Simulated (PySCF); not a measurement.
C5H7NO.
Structure used (GFN2-xTB), in Å, numbered top down from 1:
```
atom  x, y, z in Å
C1    -2.507    0.338   -0.030
C2    -1.225    0.493    0.277
C3    -0.425   -0.628    0.813
O4    -0.860   -1.744    0.965
C5     1.025   -0.279    1.113
C6     1.797   -0.403   -0.178
N7     2.346    0.503   -0.840
H8    -2.984   -0.618    0.114
H9    -3.109    1.137   -0.427
H10   -0.720    1.438    0.142
H11    1.420   -1.003    1.827
H12    1.106    0.734    1.512
H13    1.864   -1.411   -0.575
H14    2.273    1.444   -0.456
```

Method: TDDFT CAM-B3LYP/def2-SVPD, vertical, gas phase, core orbitals frozen in the response (PySCF).

Ground-to-excited transition dipoles (e·a0, same axes as the geometry; the sign carries no meaning), for the states with f of 0.002 or more among the lowest 7:

```tsv
state	E (eV)	μx	μy	μz
S1	3.753	0.129	0.046	-0.096
S2	4.974	-0.155	-0.089	0.091
S3	5.963	1.223	-0.506	0.369
S4	6.089	-0.333	-0.090	0.005
S5	7.009	-0.139	-0.181	0.077
S6	7.160	0.290	0.429	-0.232
S7	7.296	-0.456	-0.020	0.430
```

(1) What oscillator strength does each state have?

(2) What angle do the transition dipoles of S3 and S7 make?

(3) What peak molar absorption coefficient would the strongest computed level give as a lone Gaussian band 0.4 eV wide at half height?

Results:

(1) f = (2/3) ΔE |μ|² with ΔE in hartree (27.2114 eV).

| state | \|μ\|² (au) | \|μ\| (D) | f |
| --- | --- | --- | --- |
| S1 | 0.028 | 0.42 | 0.003 |
| S2 | 0.040 | 0.51 | 0.005 |
| S3 | 1.888 | 3.49 | 0.276 |
| S4 | 0.119 | 0.88 | 0.018 |
| S5 | 0.058 | 0.61 | 0.010 |
| S6 | 0.322 | 1.44 | 0.057 |
| S7 | 0.393 | 1.59 | 0.070 |

(2) |cos θ| = |μa·μb| / (|μa| |μb|) = 0.45, so θ ≈ 63° (taken between 0 and 90°, since the signs are arbitrary).

(3) ε(max) = 2.175×10⁸ f / FWHM, with the width in cm⁻¹. S3: 2.175×10⁸ × 0.2758 / 3226 ≈ 19000 L mol⁻¹ cm⁻¹.

One conformer stands for the species.
